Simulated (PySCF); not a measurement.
**Cobalt: a sound run and one with changed settings**

Sound run: Co⁺ [Ar] 3d8, Co²⁺ [Ar] 3d7. Calculation: PySCF 2.14, in cc-pVTZ; no relativity, point nucleus. In the sound run the correlated levels freeze [Ar]. The sound run starts from symmetry-adapted Hartree-Fock orbitals and uses a fine grid where one is needed.

Changed run: all electrons correlated in a basis built for the valence shell.

```
species  method  sound run (hartree)  changed run (hartree)  converged
    Co⁺     MP2          -1381.41792            -1381.82756        yes
   Co²⁺     MP2          -1380.79345            -1381.17781        yes
```

Ionisation energy of Co⁺:

```
 method  sound run (eV)  changed run (eV)
    UHF          14.336            14.336
    MP2          16.993            17.681
SCS-MP2          16.890            17.376
```

A valence basis has no tight correlating functions, so it recovers only part of the core correlation, and not evenly between atom and ion.

For comparison, NIST gives 17.084 eV between the lowest levels.
